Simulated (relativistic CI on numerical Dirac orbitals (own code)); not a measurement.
**d8 in a ligand field**

Computed with a parametric ligand-field model of a d^n configuration (Racah B and C, spin-orbit zeta, crystal field), exact diagonalisation.

Field parameters in Wybourne normalisation: D3d B²₀ = −7Dσ, B⁴₀ = −14Dq − 21Dτ, B⁴₃ = −14√(10/7) Dq; Oh B⁴₀ = 21Dq, B⁴₄ = √(5/14) B⁴₀; Td as Oh with Dq negative (B⁴₀ = 21Dq, B⁴₄ = √(5/14) B⁴₀). The field is a parameter set, without covalency.

A d8 ion in Oh symmetry has the ground term 3A2 and bands at 3T2 7250 cm⁻¹ (1379 nm), 1E 7732 cm⁻¹ (1293 nm), 3T1 11157 cm⁻¹ (896 nm), 1A1 13080 cm⁻¹ (765 nm), 1T2 14834 cm⁻¹ (674 nm), 3T1 17493 cm⁻¹ (572 nm). Which parameters reproduce them?

B = 460, C = 2110, ζ = 0 cm⁻¹, Oh, 10Dq = 7250 cm⁻¹.

Ground term and bands for B = 710, C = 3380, ζ = 0 cm⁻¹, Oh, 10Dq = 5000 cm⁻¹?

Ground term 3A2 with 2.00 electrons in the two orbitals of the cubic e set. Spin-allowed: 3T2 5000 cm⁻¹ (2000 nm), 3T1 8509 cm⁻¹ (1175 nm), 3T1 17141 cm⁻¹ (583 nm). Lowest spin-forbidden: 1E 11902 cm⁻¹ (840 nm), 1T2 16527 cm⁻¹ (605 nm), 1A1 18388 cm⁻¹ (544 nm). With an A2 ground term the first spin-allowed band lies at |10Dq| itself.

Ground term and bands for B = 630, C = 2310, ζ = 0 cm⁻¹, Td, 10Dq = -2200 cm⁻¹?

Ground term 3T1 with 3.86 electrons in the two orbitals of the cubic e set. Spin-allowed: 3T2 1831 cm⁻¹, 3A2 4031 cm⁻¹ (2481 nm), 3T1 10913 cm⁻¹ (916 nm). Lowest spin-forbidden: 1T2 8387 cm⁻¹ (1192 nm), 1E 8923 cm⁻¹ (1121 nm), 1T2 13026 cm⁻¹ (768 nm).

A d8 ion in Td symmetry has the ground term 3T1 and bands at 3T2 2050 cm⁻¹, 3A2 4500 cm⁻¹ (2222 nm), 1T2 9045 cm⁻¹ (1106 nm), 1E 9564 cm⁻¹ (1046 nm), 3T1 10799 cm⁻¹ (926 nm), 1T2 13654 cm⁻¹ (732 nm). Which parameters reproduce them?

B = 610, C = 2670, ζ = 0 cm⁻¹, Td, 10Dq = -2450 cm⁻¹.

Ground term and bands for B = 740, C = 2690, ζ = 0 cm⁻¹, D3d, 10Dq = 24650, Dσ = 1200, Dτ = -30 cm⁻¹?

Ground term 3A2 with 2.01 electrons in the two orbitals of the cubic e set. Spin-allowed: 3A1 23593 cm⁻¹ (424 nm), 3E 24977 cm⁻¹ (400 nm), 3A2 32442 cm⁻¹ (308 nm), 3E 32778 cm⁻¹ (305 nm). Lowest spin-forbidden: 1E 11128 cm⁻¹ (899 nm), 1A1 20594 cm⁻¹ (486 nm), 1A1 34443 cm⁻¹ (290 nm).
